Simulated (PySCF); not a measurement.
C8H11P.
SMILES: `CC=C=PC1=CCCC1`

The closed-shell ground state was solved at several levels (PySCF, density fitting, gas phase, non-relativistic). Geometry: PBE0-D3(BJ)/def2-SVP, one conformer, isolated molecule.

```
            level  basis functions  HOMO (eV)  LUMO (eV)  gap (eV)  dipole (D)
wB97X-D/def2-SVPD              272      -8.10       0.36      8.46        1.85
    PBE0/pcSseg-1              215      -6.39      -1.32      5.07        1.81
```

Estimate the row for HF/pcSseg-1, a basis of 215 functions; the other rows only guide the guess.

HOMO -8.31 eV, LUMO 2.20 eV, gap 10.51 eV, dipole 1.87 D.

Over all these levels, which gives the widest orbital gap and which the narrowest?

HF/pcSseg-1 (Hartree–Fock, all exact exchange) has the widest, 10.51 eV, and PBE0/pcSseg-1 (global hybrid, 25 % exact exchange) the narrowest, 5.07 eV. The two share the basis. From the narrowest to the widest the HOMO moves by -1.92 eV and the LUMO by +3.52 eV. The HOMO need not be the same orbital at Hartree–Fock and at DFT levels.

How far do the dipole and the HOMO energy spread over the levels?

The dipole runs from 1.81 to 1.87 D (mean 1.84 D) and the HOMO from -8.31 to -6.39 eV.
